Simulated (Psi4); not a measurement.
Psi4 input (wB97X-D/6-311+G**):

```
memory 1500 MB

molecule {
1 2
Na   -0.00000000   -0.00000000   -1.12369133
F     0.00000000    0.00000000    1.37340051
symmetry c1
no_reorient
no_com
}

set {
  basis 6-311+G**
  reference uks
  scf_type pk
  dft_radial_points 99
  dft_spherical_points 590
  e_convergence 1e-8
  d_convergence 1e-7
  maxiter 150
}

e = energy('wb97x-d')
print_out(f'\nFINAL {e:.10f} DIPOLE {variable("CURRENT DIPOLE")[0]:.6f} {variable("CURRENT DIPOLE")[1]:.6f} {variable("CURRENT DIPOLE")[2]:.6f}\n')
```

Q: What final total energy does it give?

A: -261.81126 Eh.
